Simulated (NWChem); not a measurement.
System: C$_{2}$H$_{3}$AgClN; SMILES C[N+]#[C-]->[Ag][Cl]

Input file for NWChem:

```
start job
memory heap 200 mb stack 900 mb global 1100 mb
geometry units angstroms noautosym noautoz
  Ag     0.137173     0.172613    -0.236585
  Cl     1.035461     1.360761    -1.834684
  C     -1.756320    -2.268659     3.078952
  N     -1.173082    -1.523774     2.063523
  C     -0.683475    -0.901063     1.212939
  H     -1.687615    -1.717650     4.018501
  H     -1.233749    -3.221845     3.176160
  H     -2.805301    -2.450694     2.838974
end
basis spherical
  * library def2-svp
end
ecp
  Ag library def2-ecp
end
dft
  xc pbe0
  iterations 150
end
driver
  maxiter 120
end
task dft optimize
```

Output (shortened):

```
             Northwest Computational Chemistry Package (NWChem) 7.3.0
             --------------------------------------------------------

                             Geometry "geometry" -> ""
                             -------------------------

 Output coordinates in angstroms (scale by  1.889725989 to convert to a.u.)

  No.       Tag          Charge          X              Y              Z
 ---- ---------------- ---------- -------------- -------------- --------------
    1 Ag                  47.0000     0.18981301     0.24039429    -0.32868406
    2 Cl                  17.0000     1.08810101     1.42854229    -1.92678306
    3 C                    6.0000    -1.70367999    -2.20087771     2.98685294
    4 N                    7.0000    -1.12044199    -1.45599271     1.97142394
    5 C                    6.0000    -0.63083499    -0.83328171     1.12083994
    6 H                    1.0000    -1.63497499    -1.64986871     3.92640194
    7 H                    1.0000    -1.18110899    -3.15406371     3.08406094
    8 H                    1.0000    -2.75266099    -2.38291271     2.74687494

 Effective nuclear repulsion energy (a.u.)     469.4232126202

                           NWChem Geometry Optimization
                           ----------------------------

 maximum gradient threshold         (gmax) =   0.000450
 rms gradient threshold             (grms) =   0.000300
 maximum cartesian step threshold   (xmax) =   0.001800
 rms cartesian step threshold       (xrms) =   0.001200
 fixed trust radius                (trust) =   0.300000
 source of zmatrix                         =

          -------------------
          Energy Minimization
          -------------------

 Using diagonal initial Hessian

          --------
          Step   0

                                 NWChem DFT Module
                                 -----------------

 Summary of "ao basis" -> "ao basis" (spherical)
 ------------------------------------------------------------------------------
       Tag                 Description            Shells   Functions and Types
 ---------------- ------------------------------  ------  ---------------------
 Ag                         def2-svp                11       31   5s3p2d1f
 Cl                         def2-svp                 8       18   4s3p1d
 C                          def2-svp                 6       14   3s2p1d
 N                          def2-svp                 6       14   3s2p1d
 H                          def2-svp                 3        5   2s1p

            General Information
            -------------------
          SCF calculation type: DFT
          Wavefunction type:  closed shell.
          No. of atoms     :     8
          No. of electrons :    58
           Alpha electrons :    29
            Beta electrons :    29
          Charge           :     0
          Spin multiplicity:     1
          Use of symmetry is: off; symmetry adaption is: off
          Maximum number of iterations: 150
          AO basis - number of functions:   106
                     number of shells:    46
          Convergence on energy requested:  1.00D-06
          Convergence on density requested:  1.00D-05
          Convergence on gradient requested:  5.00D-04

[...]

      ----------------------
      Optimization converged
      ----------------------

  Step       Energy      Delta E   Gmax     Grms     Xrms     Xmax
  ---- ---------------- -------- -------- -------- -------- --------
@   17    -739.40190151 -3.1D-07  0.00004  0.00002  0.00045  0.00116
                                     ok       ok       ok       ok

                         Geometry "geometry" -> "geometry"
                         ---------------------------------

 Output coordinates in angstroms (scale by  1.889725989 to convert to a.u.)

  No.       Tag          Charge          X              Y              Z
 ---- ---------------- ---------- -------------- -------------- --------------
    1 Ag                  47.0000     0.20041696     0.25709292    -0.35043345
    2 Cl                  17.0000     1.14445579     1.49528244    -2.02148828
    3 C                    6.0000    -1.71505793    -2.21693543     3.00829202
    4 N                    7.0000    -1.12493548    -1.46041771     1.97801771
    5 C                    6.0000    -0.63863935    -0.83446306     1.12713546
    6 H                    1.0000    -1.64870815    -1.66640654     3.95738411
    7 H                    1.0000    -1.19119799    -3.17795365     3.10996055
    8 H                    1.0000    -2.77212176    -2.40425965     2.77211941

 Effective nuclear repulsion energy (a.u.)     456.8622849210

 ==============================================================================
                                internuclear distances
 ------------------------------------------------------------------------------
       center one      |      center two      | atomic units |  angstroms
 ------------------------------------------------------------------------------
    2 Cl               |   1 Ag               |     4.31617  |     2.28402
    4 N                |   3 C                |     2.66044  |     1.40785
    5 C                |   1 Ag               |     3.81646  |     2.01958
    5 C                |   4 N                |     2.19754  |     1.16289
    6 H                |   3 C                |     2.07720  |     1.09921
    7 H                |   3 C                |     2.07726  |     1.09924
    8 H                |   3 C                |     2.07720  |     1.09921
 ------------------------------------------------------------------------------
                         number of included internuclear distances:          7
 ==============================================================================
```

Level: PBE0/def2-SVP with def2 effective core potentials on Ag. No frequency run checked for a minimum. def2 effective core potentials on Ag; no spin-orbit coupling.
